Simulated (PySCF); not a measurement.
Input file for PySCF: R-B3LYP/6-31G* on SiH4 (SMILES [SiH4]).

```python
from pyscf import gto, scf, dft, mp
from pyscf.data.elements import chemcore

mol = gto.M(
    atom='''
    Si    0.02589752    0.24184204    0.17650129
    H     1.29876743   -0.01850004    0.88781787
    H     0.35531773    0.70756122   -1.19357250
    H    -0.72857558    1.30836259    0.86869554
    H    -0.77654015   -0.99446017    0.08273770
    ''',
    basis='6-31g*',
    cart=True,
    charge=0, spin=0, verbose=3, max_memory=1800)
mf = dft.RKS(mol, xc='b3lyp')
mf.conv_tol = 1e-8
mf.max_cycle = 100
mf.kernel()
if not mf.converged:
    mf = mf.newton().run(mf.mo_coeff, mf.mo_occ)
```

Q: What total energy does the run end on?

A: -291.8835 hartree.
